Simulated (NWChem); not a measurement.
The numbers come from NWChem runs, not from measurements. System: AsF$_{3}$, charge 0, spin multiplicity 1, displaced from the optimised geometry. Level: B3LYP/def2-SVP, VWN1-RPA local correlation, spin-restricted.

Input file:

```
start mol
memory heap 200 mb stack 900 mb global 1100 mb
geometry units angstroms nocenter noautoz noautosym
  F      0.738925    -0.489175     1.281763
  As     0.000896     0.398876     0.000000
  F      0.738925    -0.489175    -1.281763
  F     -1.258830    -0.351734     0.000000
end
basis spherical
  * library def2-svp
end
dft
  xc b3lyp
  semidirect memsize 60000000 filesize 0
  iterations 100
end
task dft energy
```

NWChem printed:

```
             Northwest Computational Chemistry Package (NWChem) 7.3.0
             --------------------------------------------------------

                                NWChem Input Module
                                -------------------

 Scaling coordinates for geometry "geometry" by  1.889725989
 (inverse scale =  0.529177249)

                             Geometry "geometry" -> ""
                             -------------------------

 Output coordinates in angstroms (scale by  1.889725989 to convert to a.u.)

  No.       Tag          Charge          X              Y              Z
 ---- ---------------- ---------- -------------- -------------- --------------
    1 F                    9.0000     0.73892500    -0.48917500     1.28176300
    2 As                  33.0000     0.00089600     0.39887600     0.00000000
    3 F                    9.0000     0.73892500    -0.48917500    -1.28176300
    4 F                    9.0000    -1.25883000    -0.35173400     0.00000000

 Effective nuclear repulsion energy (a.u.)     342.1571903526

            Nuclear Dipole moment (a.u.)
            ----------------------------
        X                 Y               Z
 ---------------- ---------------- ----------------
     3.7808654922     2.2528406167     0.0000000000


 Summary of "ao basis" -> "" (spherical)
 ------------------------------------------------------------------------------
       Tag                 Description            Shells   Functions and Types
 ---------------- ------------------------------  ------  ---------------------
 *                          def2-svp                  on all atoms

                                 NWChem DFT Module
                                 -----------------

 Summary of "ao basis" -> "ao basis" (spherical)
 ------------------------------------------------------------------------------
       Tag                 Description            Shells   Functions and Types
 ---------------- ------------------------------  ------  ---------------------
 F                          def2-svp                 6       14   3s2p1d
[...]
 Vector   30  Occ=2.000000D+00  E=-3.302860D-01
              MO Center=  1.5D-01,  4.3D-01,  3.6D-07, r^2= 2.3D+00
   Bfn.  Coefficient  Atom+Function         Bfn.  Coefficient  Atom+Function
  ----- ------------  ---------------      ----- ------------  ---------------
    18      0.467747  2 As s                 19      0.412719  2 As s
    27      0.320224  2 As py                17     -0.304869  2 As s
     5      0.282046  1 F  py                51      0.282046  3 F  py
    65      0.218059  4 F  py                 8     -0.212666  1 F  py
    54     -0.212666  3 F  py                24     -0.188561  2 As py

 Vector   31  Occ=0.000000D+00  E=-1.456419D-02
              MO Center= -7.6D-02,  5.6D-01,  9.3D-08, r^2= 2.4D+00
   Bfn.  Coefficient  Atom+Function         Bfn.  Coefficient  Atom+Function
  ----- ------------  ---------------      ----- ------------  ---------------
    31      0.855145  2 As pz                28      0.441929  2 As pz
     3     -0.267611  1 F  s                 49      0.267611  3 F  s
    25     -0.253587  2 As pz                69     -0.206846  4 F  pz
    66      0.196472  4 F  pz                 5      0.172766  1 F  py
    51     -0.172766  3 F  py                 8     -0.156965  1 F  py

 Vector   32  Occ=0.000000D+00  E=-3.264010D-03
              MO Center=  8.6D-02,  5.6D-01, -8.4D-08, r^2= 2.5D+00
   Bfn.  Coefficient  Atom+Function         Bfn.  Coefficient  Atom+Function
  ----- ------------  ---------------      ----- ------------  ---------------
    29      0.897253  2 As px                26      0.398526  2 As px
    63      0.352016  4 F  s                 18      0.232055  2 As s
    23     -0.226959  2 As px                 3     -0.189965  1 F  s
    49     -0.189964  3 F  s                 65     -0.184536  4 F  py
    68      0.180392  4 F  py                 9      0.166318  1 F  pz

 Vector   33  Occ=0.000000D+00  E= 1.078505D-01
              MO Center=  2.5D-02,  3.7D-03,  3.9D-08, r^2= 2.8D+00
   Bfn.  Coefficient  Atom+Function         Bfn.  Coefficient  Atom+Function
  ----- ------------  ---------------      ----- ------------  ---------------
    30      1.006886  2 As py                63      0.645988  4 F  s
    18     -0.642241  2 As s                 19     -0.509551  2 As s
    29      0.384754  2 As px                17      0.329182  2 As s
     3      0.315066  1 F  s                 27      0.316327  2 As py
    49      0.315066  3 F  s                 67      0.297756  4 F  px

 center of mass
 --------------
 x =   0.06056895 y =   0.06610993 z =   0.00000000

 moments of inertia (a.u.)
 ------------------
         305.779723485299          19.439509869472           0.000000000000
          19.439509869472         404.039556246215           0.000000000000
           0.000000000000           0.000000000000         263.967862101030

     Multipole analysis of the density
     ---------------------------------

     L   x y z        total         alpha         beta         nuclear
     -   - - -        -----         -----         ----         -------
     0   0 0 0     -0.000000    -30.000000    -30.000000     60.000000

     1   1 0 0     -0.470282     -2.125574     -2.125574      3.780865
     1   0 1 0      0.766623     -0.743109     -0.743109      2.252841
     1   0 0 1      0.000001      0.000000      0.000000      0.000000

     2   2 0 0    -23.663793    -54.845520    -54.845520     86.027246
     2   1 1 0      0.389968      4.675941      4.675941     -8.961913
     2   1 0 1      0.000001      0.000000      0.000000      0.000000
     2   0 2 0    -23.124318    -30.615713    -30.615713     38.107108
     2   0 1 1     -0.000000     -0.000000     -0.000000      0.000000
     2   0 0 2    -25.028164    -65.316723    -65.316723    105.605281

 Task  times  cpu:        4.2s     wall:        4.2s

 Total times  cpu:        4.2s     wall:        4.2s
```
